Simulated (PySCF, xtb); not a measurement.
Si(H)2(Br)(OH) (BrH3OSi), SMILES O[SiH2]Br.

GFN2-xTB (xtb) at its own geometry gives an orbital gap of 6.05 eV and a dipole moment of 4.94 D.

The structure is a stationary point at PBE-D3(BJ)/def2-TZVP. The values are those of a single conformer.

Question: What does r2SCAN/def2-TZVPD in PySCF give? (The exact figures need the calculation; the answer reports its results.)

Answer: gap 6.86 eV (levels -7.49 and -0.63 eV), dipole 1.40 D.
